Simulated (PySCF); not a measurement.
**Atomic charges by several schemes**

C8H12.
Structure used (GFN2-xTB), in Å, numbered top down from 1:
```xyz
20
C8H12 angstrom
C     -2.3016   -1.0483    0.2384
C     -1.1564   -0.1202   -0.0025
C     -1.0734    1.1049    0.5209
C      0.0620    1.9595    0.2372
C      1.1648    1.4675   -0.3232
C      1.2886   -0.0007   -0.6244
C      1.9232   -0.7020    0.5830
C     -0.0853   -0.5966   -0.9470
H     -2.7282   -1.3770   -0.7093
H     -3.0799   -0.5688    0.8268
H     -1.9602   -1.9368    0.7709
H     -1.8508    1.4909    1.1647
H     -0.0135    3.0038    0.5040
H      2.0311    2.0859   -0.5068
H      1.9460   -0.1436   -1.4888
H      2.0700   -1.7604    0.3766
H      2.8878   -0.2581    0.8182
H      1.2757   -0.6005    1.4507
H     -0.0256   -1.6871   -0.9303
H     -0.3794   -0.3019   -1.9622
```

Density: PBE0/pcSseg-1 (PySCF); schemes: Mulliken, IAO, Hirshfeld and ESP-fitted. Geometry: GFN2-xTB, one conformer, isolated molecule.

Q: Which atoms carry the lowest charge in the Mulliken, IAO, Hirshfeld and ESP-fitted schemes?

A: The schemes don't all agree: Mulliken C2 (-0.402); IAO C1 (-0.422); Hirshfeld C7 (-0.122); ESP-fitted C1 (-0.692).

Q: At which atom do the 4 schemes differ most?

A: At C6: from -0.321 (Mulliken) to +0.614 e (ESP-fitted), 0.935 e apart.

Q: For which atoms does the sign change between the 4 schemes (beyond +0.03 e in one, beyond −0.03 e in another)?

A: C2, C4, C6 and H15.

Q: Tabulate the Mulliken, IAO, Hirshfeld and ESP-fitted charges.

A: In e:

| atom | environment | Mulliken | IAO | Hirshfeld | ESP-fitted |
| --- | --- | --- | --- | --- | --- |
| C1 | allylic carbon | -0.137 | -0.422 | -0.117 | -0.692 |
| C2 | fully substituted alkene carbon | -0.402 | +0.029 | +0.019 | +0.510 |
| C3 | alkene CH carbon | -0.018 | -0.194 | -0.071 | -0.478 |
| C4 | alkene CH carbon | -0.080 | -0.168 | -0.061 | +0.034 |
| C5 | alkene CH carbon | -0.092 | -0.158 | -0.046 | -0.517 |
| C6 | allylic carbon | -0.321 | -0.103 | -0.021 | +0.614 |
| C7 | methyl carbon | -0.187 | -0.416 | -0.122 | -0.549 |
| C8 | allylic carbon | -0.059 | -0.267 | -0.069 | -0.624 |
| H9 | methyl hydrogen | +0.121 | +0.146 | +0.045 | +0.186 |
| H10 | methyl hydrogen | +0.110 | +0.145 | +0.045 | +0.171 |
| H11 | methyl hydrogen | +0.125 | +0.148 | +0.044 | +0.184 |
| H12 | vinylic hydrogen | +0.069 | +0.141 | +0.042 | +0.188 |
| H13 | vinylic hydrogen | +0.085 | +0.148 | +0.045 | +0.120 |
| H14 | vinylic hydrogen | +0.088 | +0.143 | +0.042 | +0.179 |
| H15 | methine hydrogen | +0.114 | +0.135 | +0.039 | -0.038 |
| H16 | methyl hydrogen | +0.108 | +0.133 | +0.037 | +0.110 |
| H17 | methyl hydrogen | +0.111 | +0.140 | +0.038 | +0.134 |
| H18 | methyl hydrogen | +0.121 | +0.143 | +0.032 | +0.151 |
| H19 | methylene hydrogen | +0.106 | +0.133 | +0.041 | +0.165 |
| H20 | methylene hydrogen | +0.138 | +0.143 | +0.039 | +0.152 |

Mean size of the charges over all atoms: ESP-fitted 0.290 e, IAO 0.173 e, Mulliken 0.130 e, Hirshfeld 0.051 e. Each set sums to the total charge, 0, to within 0.001 e. The ESP scheme fits charges at the nuclei, held to the total charge, to the electrostatic potential on points at 1.4 to 2.0 times the van der Waals radii.

Q: How many electrons does the IAO scheme count on C2?

A: Z − q = 6 − (+0.029) = 5.971.

Q: How closely do the schemes follow one another over all atoms?

A: Correlation coefficient and root-mean-square difference: IAO with Hirshfeld 0.99, 0.139 e; Hirshfeld with ESP-fitted 0.77, 0.318 e; IAO with ESP-fitted 0.75, 0.250 e; Mulliken with IAO 0.64, 0.153 e; Mulliken with Hirshfeld 0.59, 0.130 e; Mulliken with ESP-fitted 0.06, 0.383 e.

The run behind these numbers computed NMR shieldings as well. Time: 39 s wall (grids of density and orbitals included); peak memory 0.87 GiB. Hardware: one thread, Arm Neoverse V1 (aarch64), no GPU (shared host).
